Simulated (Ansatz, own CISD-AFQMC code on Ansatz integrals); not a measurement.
C3H5N, SMILES `CC#CN` (charge 0, multiplicity 1).

Cartesian coordinates (Å):
SMILES: CC#CN
```xyz
9

C     -1.7325    -0.1320     0.5432
C     -0.3075    -0.0119     0.2656
C      0.8679     0.0876     0.0319
N      2.1757     0.2065    -0.3022
H     -2.2738     0.7487     0.1891
H     -1.9378    -0.2427     1.6110
H     -2.1559    -0.9996     0.0312
H      2.7331    -0.6181    -0.1293
H      2.6283     1.0382     0.0498
```
Charge 0, multiplicity 1.

Frozen-core correlation energies in cc-pVDZ at a geometry from B3LYP-D3(BJ)/def2-TZVP, on an HF energy of -170.90717 Ha (<S^2> = 0.00). Wave-function levels are from Ansatz, the walk from an own CISD-AFQMC code on Ansatz integrals (time step 0.005/Ha, trial state from CCSD amplitudes, largest double 0.05).

```tsv
level	correlation energy (mHa)
MP2	-560.8
CCSD	-595.4
CCSD(T)	-616.1
```

Question: What correlation energy does phaseless AFQMC give, and where does it lie among these levels?

Answer: -617.6 ± 0.4 mHa (one standard error). AFQMC minus each level: MP2 -56.8 mHa, CCSD -22.2 mHa, CCSD(T) -1.5 mHa.
